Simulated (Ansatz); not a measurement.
Gas-phase electronic energies from Ansatz, PBE0-D4/def2-TZVP geometries. CCSD(T)/CBS adds triple-zeta CCSD(T) − MP2 to the extrapolated MP2 energy (def2 sets, frozen cores). For Ge outer-core shells are correlated without core-valence functions, which leaves a few kJ/mol of doubt a bond. Scalar relativity is left out up to krypton. One conformer a species, not always the lowest.

`[GeH3][GeH2][GeH2][GeH2][GeH2][GeH3]` + `F[SiH]1CO1` → `F[Si]1([GeH3])CO1` + `[GeH3][GeH2][GeH2][GeH2][GeH3]`  (formal exchange of groups at a Ge–Ge bond)

| species | SCS-MP2/def2-TZVPP energy (Eh) |
| --- | --- |
| `[GeH3][GeH2][GeH2][GeH2][GeH2][GeH3]` | -12461.90318 |
| `F[SiH]1CO1` | -503.75467 |
| `F[Si]1([GeH3])CO1` | -2580.53490 |
| `[GeH3][GeH2][GeH2][GeH2][GeH3]` | -10385.11215 |

Task: Work out ΔE.

Result: ΔE = (-2580.53490) + (-10385.11215) − (-12461.90318) − (-503.75467) = 0.01080 Eh = +6.8 kcal/mol. CCSD(T)/CBS gives +6.0 kcal/mol.

Largest T1 diagnostic among the species: 0.013.

The D4 term adds +2.0 kcal/mol with B3LYP and +1.2 kcal/mol with PBE0; it sums over pairs of atoms, weighted by their polarisabilities, and B3LYP, whose exchange is more repulsive, gets the larger term. From PBE to PBE0 (25 % exact exchange), in def2-TZVPP and without D4, ΔE moves by +0.8 kcal/mol. In def2-TZVPP, CCSD(T) changes the Hartree–Fock value by +1.8 kcal/mol (the triples alone add +0.1 kcal/mol) and MP2 by +3.0 kcal/mol.

B3LYP here is the variant with VWN-RPA as its local correlation; programs differ in this.
